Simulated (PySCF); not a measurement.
Vertical excitations of a molecule C4H7ClSi from TDDFT-PBE/def2-SVPD run with PySCF, as energy in eV (oscillator strength): 5.73 (0.000), 6.06 (0.012), 6.12 (0.000), 6.22 (0.001), 6.33 (0.027), 6.42 (0.007), 6.67 (0.002), 6.85 (0.058), 6.93 (0.012), 7.22 (0.003). Lowest triplet (TDA): 4.86 eV. Geometry: B3LYP-D3(BJ)/def2-SVP. One conformer was computed; it need not be the lowest.

Q: Pick the molecule that these values belong to.
(A) C=C([SiH3])/C=C\Cl
(B) C#C[Si](C)(C)Cl
(C) CCC#C[SiH2]Cl
(D) C=C/C(Cl)=C/[SiH3]

A: B, C#C[Si](C)(C)Cl
